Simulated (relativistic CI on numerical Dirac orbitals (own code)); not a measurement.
**One change at a time: Sm51+**

Base calculation: Dirac-Coulomb-Breit CI, separate exchange-only KLI orbitals for each configuration, model QED (radiative potential, 1s self-energy scaled to tabulated hydrogen-like ionisation energies), unscaled Slater integrals.

Configuration list (outside the closed core [Ne]): 3s, 3p, 3d, 4s, 4p, 4d, 4f, 5s, 5p, 5d, 5f, 5g, 6s, 6p, 6d. Levels of other configurations are missing.

Variants: (1) one mean potential for all configurations. Shifts of the energy above 3s ²S1/2, in eV, for the lowest level and the first level of each name with at least 55 % of one term (blank where a level changes its place among those of its configuration and J or its character, or is not in the variant):

| Level | Base | Δ(1) |
| --- | --- | --- |
| 3s ²S1/2 | 0.00 | 0.00 |
| 3p ²P°1/2 | 122.26 | +0.11 |
| 3p ²P°3/2 | 285.46 | +0.11 |
| 3d ²D3/2 | 435.82 | +0.06 |
| 3d ²D5/2 | 473.02 | +0.05 |
| 4s ²S1/2 | 2119.96 | -0.11 |
| 4p ²P°1/2 | 2170.55 | -0.07 |
| 4p ²P°3/2 | 2237.17 | -0.07 |
| 4d ²D3/2 | 2294.17 | -0.10 |
| 4d ²D5/2 | 2310.29 | -0.10 |
| 4f ²F°5/2 | 2340.53 | -0.17 |
| 4f ²F°7/2 | 2347.51 | -0.17 |
| 5s ²S1/2 | 3063.42 | -0.13 |
| 5p ²P°1/2 | 3088.86 | -0.10 |

At this charge energies of transitions that change n are usually good to better than 1 %, and those within a shell (Δn = 0) to a few per cent.

Ionisation energy from the two ground configurations alone: base 4655.04 eV. The NIST ASD value (theoretical) is 4655 eV.
